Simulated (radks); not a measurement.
The numbers below are computed, except where a source is named.
Excited configurations of Gd IV: one electron is placed in a higher orbital outside [Xe] 4f6. The ground configuration is [Xe] 4f7. Level of theory: scalar-relativistic Kohn-Sham, LDA (Slater exchange, Perdew-Wang correlation), spin-polarised, spherical densities, point nucleus; open shells are filled with parallel spins first (spin-orbit coupling, left out, can overturn this in heavy ions) (a radial shooting solver on a logarithmic mesh with Libxc functionals). Excitation = E - E(ground); binding = E(ion) - E, where the ion is the core of charge +4; n* = 4/sqrt(2 binding) in atomic units, and the quantum defect is n - n*.

outer orbital  excitation (eV)  binding (eV)     n*  quantum defect  eigenvalue (eV)  <r> (bohr)
5d                      13.054        32.634  2.583           2.417          -27.412       2.047
5f                      31.117        14.571  3.865           1.135          -12.260       4.058
6s                      16.586        29.102  2.735           3.265          -25.794       2.962
6p                      22.445        23.243  3.060           2.940          -20.535       3.457
6d                      29.800        15.888  3.702           2.298          -13.980       4.618
6f                      36.163         9.525  4.781           1.219           -8.307       7.222
7s                      30.142        15.546  3.742           3.258          -13.949       5.432
7p                      32.489        13.199  4.061           2.939          -11.800       6.162
7d                      35.802         9.886  4.693           2.307           -8.807       7.781
7f                      39.057         6.632  5.729           1.271           -5.886       11.11

The Delta-SCF ionisation energy is 45.688 eV (NIST Atomic Spectra Database: 44.4 eV, semi-empirical). Self-interaction in the functional shifts the binding energies and quantum defects, so they are the method's values and not measured ones. Open shells are spherical and high-spin; term and fine-structure splittings are not resolved. Spin-orbit splitting is averaged out at the scalar-relativistic level.
